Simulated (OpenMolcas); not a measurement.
**Cu4+, Ag4+, Au4+: d7 down the group**

* Program: OpenMolcas 26.06
* Method: MS-CASPT2, IPEA 0.25 Eh, imaginary shift 0.1 Eh
* Basis: ANO-RCC-VQZP
* Scalar Hamiltonian: DKH2, point nucleus
* Spin-orbit coupling: RASSI with atomic mean-field integrals over the reference wave functions, term energies averaged over their components

Active space for each ion: 7 electrons in 5 orbitals (d); closed shells correlated by CASPT2: Cu4+ 3s 3p; Ag4+ 4s 4p; Au4+ 5s 5p.

Computed levels in cm-1 above 4F 9/2:

```csv
Level,Cu4+,Ag4+,Au4+
4F 7/2,1552,3540,11960
4F 3/2,3410,6900,19330
4P 5/2,20730,15350,20300
4P 1/2,21860,17450,24070
2G 9/2,22010,17080,21720
2G 7/2,23490,20480,29810
2P 1/2,27770,24640,39830
2H 11/2,30360,23200,28700
2D 5/2(1),30570,24650,34950
weight of 4F in the lowest level (%),100,96,82
```

Mixed levels, with the weight of the term that names them: Au4+ 4F 3/2 (51 %), Au4+ 4P 5/2 (72 %), Au4+ 4P 1/2 (66 %), Au4+ 2G 9/2 (55 %), Au4+ 2P 1/2 (66 %), Au4+ 2D 5/2(1) (68 %).

Measured, with the error of the calculation in %. Measured levels: Cu4+ from Sugar and Musgrove, J. Phys. Chem. Ref. Data 19, 527 (1990); Ag4+ from the list in Gamrath, thesis, University of Mons (2023).

```
    Level          Cu4+          Ag4+
   4F 7/2   1616 (-3.9)   3690 (-4.0)
   4F 3/2   3528 (-3.5)   7097 (-2.8)
   4P 5/2  20827 (-0.5)  14899 (+3.0)
   4P 1/2  21935 (-0.3)  17067 (+2.3)
   2G 9/2  22575 (-2.5)  16875 (+1.2)
   2G 7/2  24100 (-2.5)  20442 (+0.2)
   2P 1/2  28367 (-2.1)  24599 (+0.2)
  2H 11/2  30402 (-0.1)  22532 (+3.0)
2D 5/2(1)  30966 (-1.3)  24361 (+1.2)
```

The fine-structure level 4F 3/2 changes by a factor of 5.67 from Cu4+ to Au4+.

Without spin-orbit coupling 4P lies 19720, 13090, 11190 cm-1 above 4F in that order; the difference to the level 4P 5/2, of either sign, comes from spin-orbit coupling, which also lowers the zero.

CASPT2 does not keep the components of a term degenerate, so their means are used; among the terms shown or strongly mixed into the levels shown the widest spread is 810 cm-1 (5d7 4F, Au4+). The CASPT2 spread within a term exceeds the gap to the next term for 3d7 2H and 3d7 2D(1), so the order of their levels is uncertain (holds for Cu4+). Measured partners are found by configuration, term and J. A level has none where our copy of the source lacks it or the pairing is in doubt (some pairs that miss far off the trend of their configuration count as doubtful), and it then counts in no deviation. Only configurations of the active space appear.

A number in round brackets counts repeated terms of one configuration in the order of the reference energies.
